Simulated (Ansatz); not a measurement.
Basis-set extrapolation for `[OH][Al-]1([OH])[O]C(C(F)(F)F)=CC(C(F)(F)F)=[O+]1` (PBE0-D4/def2-TZVP geometry, frozen core, Ansatz 0.2.0). Multiplicity 1, RHF reference.

|  | def2-TZVPP | def2-QZVPP |
| --- | --- | --- |
| HF | -1329.803561 | -1329.858831 |
| MP2 correlation | -3.253329 | -3.531338 |
| CCSD(T) correlation | -3.386832 | not run |

Energies in hartree. Use E(X) = E(∞) + A·exp(−7.88·√X) for Hartree–Fock and E(X) = E(∞) + B·X^(−2.97) for correlation, with X = 3 and 4, and add CCSD(T) minus MP2 of the smaller set to the MP2 limit.

Problem. What is the CCSD(T) energy at the basis-set limit?

Solution. HF limit: -1329.858831 + (-0.055270) × 0.13774 = -1329.86644. MP2 limit: -3.531338 + (-0.278009) × 0.74074 = -3.73727. Higher-order term: -3.386832 − (-3.253329) = -0.13350. Total: -1333.73721 hartree, 1435.7 kJ/mol below CCSD(T)/def2-TZVPP.
